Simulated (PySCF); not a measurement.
## Removing the step error of a finite difference

System: C$_{4}$H$_{10}$BF, singlet, at a GFN2-xTB geometry. Level: CAMB3LYP/6-31G, polarisability run with PySCF. Sums are taken with unrounded values, so a last digit can differ.

Second differences of the energy in a field along z gave a polarisability along z of 47.925 bohr³ at step 0.02 and 48.234 bohr³ at step 0.05 (atomic units).

Task: Extrapolate to zero step.

Result: The leading error of a symmetric difference goes as h², so A(h) = A0 + c h². Then c = (48.234 - (47.925))/(0.05² - 0.02²) = 147 (atomic units) and A0 = 47.925 - c × 0.02² = 47.866 bohr³. The analytic value from the same program and level is 47.868 bohr³: the smaller step missed it by 0.057, the extrapolation by -0.002.
